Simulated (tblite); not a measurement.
Cl4OW (SMILES [O]=[W]([Cl])([Cl])([Cl])[Cl]), singlet, geometry from GFN2-xTB (such geometries of metal compounds can be far from the true shape); GFN1-xTB in tblite.

Here is a job for tblite.
```
$ tblite run mol.xyz --method gfn1 --charge 0 --spin 0 --json tblite.json --no-restart

# file mol.xyz
6

W      0.16461245    -0.05051104    -0.09004072
O      1.58033747    -0.48492377    -0.86442259
Cl     0.48222147    -0.52046481     2.10349082
Cl    -1.21233975     0.74450032    -1.70412629
Cl    -1.15304426    -1.89345041    -0.11588472
Cl     0.42292598     2.11748592     0.51524926
```

What the program printed (banner, timings and long lists left out):

```
xTB calculator
 | screened Coulomb repulsion
 | Coulomb electrostatics
 |  * isotropic Klopman-Ohno-Mataga-Nishimoto electrostatics
 |  * onsite third-order electrostatics
 | DFT-D3(BJ) dispersion correction

halogen bonding energy    0.0000000000000E+00 Eh
repulsion energy          7.7943771029745E-02 Eh
dispersion energy        -4.3038909170166E-03 Eh
number of electrons       4.0000000000000E+01 e
integral cutoff           3.6814730210589E+01 bohr

------------------------------------------------------------
  cycle        total energy    energy error   density error
------------------------------------------------------------
      1     -23.94329423131  -2.4016934E+01   9.2147936E-01
      2     -24.21879840767  -2.7550418E-01   3.2310831E-01
      3     -24.22570308321  -6.9046755E-03   1.5181691E-01
      4     -24.22468932655   1.0137567E-03   6.9583871E-02
      5     -24.22637426924  -1.6849427E-03   2.6301685E-02
      6     -24.22780477360  -1.4305044E-03   1.4103191E-03
      7     -24.22780988148  -5.1078785E-06   2.9175380E-04
      8     -24.22780993448  -5.2997432E-08   3.3161888E-05
      9     -24.22780993540  -9.2258645E-10   2.1140242E-05
     10     -24.22780993621  -8.1530516E-10   1.1362288E-07
------------------------------------------------------------

electronic energy        -2.4301449816326E+01 Eh
total energy             -2.4227809936213E+01 Eh

Post processing:
 | Mayer-Wiberg bond orders

[Info] JSON dump of results written to 'tblite.json'
```
